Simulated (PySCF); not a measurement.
**How methods differ on the excitation energy of Co**

Co [Ar] 3d7 4s2 (4F) → Co [Ar] 3d6 4s2 5s1 (6D), as a difference of total energies. All numbers are calculated (PySCF 2.14, no relativity, point nucleus, in dyall-av2z (16s12p7d2f, 101 functions)). Correlated levels: valence: [Ar] frozen; virtual orbitals above 40 to 60 times the deepest correlated orbital energy dropped. The calculations carry no spin-orbit coupling.

```json
{"method": "UHF", "excitation energy (eV)": "8.532"}
{"method": "MP2 (valence)", "excitation energy (eV)": "10.156"}
{"method": "SCS-MP2 (valence)", "excitation energy (eV)": "10.226"}
{"method": "CCSD (valence)", "excitation energy (eV)": "9.991"}
{"method": "CCSD(T) (valence)", "excitation energy (eV)": "10.084"}
```

Task: How much does correlation contribute at CCSD(T) (valence)?

Result: 10.084 − (8.532) = 1.552 eV, measured against UHF.

A first-order spin-orbit estimate (lowest level to lowest level, LS coupling) adds 0.026 eV.

The upper state lies above the first ionisation limit, but in LS coupling its spin forbids autoionisation to the ground ion. A Rydberg-like electron needs more diffuse functions than a valence basis has.

The promoted electron is Rydberg-like, and one or two diffuse shells describe it only roughly, which tends to raise the upper state.
